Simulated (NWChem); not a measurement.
Species: SeBrF; SMILES F[Se]Br

```xyz
3

Se     0.3803     0.9349     0.0000
F     -1.2570     1.5735     0.0000
Br    -0.0669    -1.3205     0.0000
```
Atoms are numbered in this order, from 1.

Level: PBE0/def2-SVP (NWChem), optimised geometry, unscaled harmonic frequencies. This build's default masses of Se (78.918 u) and Br (79.917 u) are each other's, which moves their modes by up to 0.6 %.

| frequency (cm⁻¹) | IR intensity (km/mol) |
|---|---|
| 179 | 2.2 |
| 317 | 17.5 |
| 683 | 64.3 |

The zero-point energy is 1.7 kcal/mol, the thermal correction to the enthalpy at 298.15 K (with zero-point energy) comes out as 4.8 kcal/mol and the heat capacity Cv is 10.3 cal/(mol K). The entropy at 298.15 K and 1 atm (symmetry number 1) is 71.9 cal/(mol K) and the dipole moment is 1.59 D.

Rigid rotor and harmonic oscillator.
